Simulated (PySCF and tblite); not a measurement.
Values are calculated unless marked as measured or tabulated.
C6H6O2S, numbered as in [CH3:1][O:2][C:3](=[O:4])[c:5]1[cH:6][cH:7][cH:8][s:9]1.

Geometries GFN2-xTB; weights from B3LYP-D3(BJ)/def2-SVP (IEF-PCM, chloroform) energies and GFN2-xTB thermal corrections, with symmetry numbers and mirror pairs. Conformers within 3 kcal/mol (GFN2-xTB free energy) were kept, 10 at most. GIAO shieldings: B97-2/pcSseg-1 (IEF-PCM, chloroform). Shifts are against TMS (¹H), TMS (¹³C) at the same level. (PySCF 2.14, tblite 0.8.)

(1) List the conformer-averaged shifts at 298.15 K.

(2) How do the conformers differ?

The minima are those of GFN2-xTB; planar forms about aryl–S or allylic bonds may be saddles in DFT. Shifts are unscaled: against experiment ¹³C can be off by 15 ppm or more and ¹H by 0.8 ppm.

## Answers

(1) ¹H: 8.10 (H6, 1H), 7.69 (H8, 1H), 7.42 (H7, 1H), 4.14 (H1, 3H) ppm. ¹³C: 167.4 (C3), 141.9 (C8), 139.7 (C5), 138.3 (C6), 130.8 (C7), 54.7 (C1) ppm.

(2) Torsions listed: C1–O2–C3–O4, O2–C3–C5–S9.
| conformer | shape | weight % |
| --- | --- | --- |
| 1 | 0°, 0° | 61.5 |
| 2 | 0°, 180° | 38.5 |

```json
{"signal": "H1", "1": "4.13", "2": "4.15", "average": "4.14"}
{"signal": "H6", "1": "8.17", "2": "7.99", "average": "8.10"}
{"signal": "H7", "1": "7.44", "2": "7.39", "average": "7.42"}
{"signal": "H8", "1": "7.65", "2": "7.75", "average": "7.69"}
{"signal": "C1", "1": "54.5", "2": "54.8", "average": "54.7"}
{"signal": "C3", "1": "167.3", "2": "167.6", "average": "167.4"}
{"signal": "C5", "1": "138.7", "2": "141.2", "average": "139.7"}
{"signal": "C6", "1": "138.6", "2": "137.8", "average": "138.3"}
{"signal": "C7", "1": "130.7", "2": "130.9", "average": "130.8"}
{"signal": "C8", "1": "141.8", "2": "142.2", "average": "141.9"}
```


Conformer gaps in def2-SVP on xTB geometries can be 2 kcal/mol too large for S=O, P=O and other polar bonds.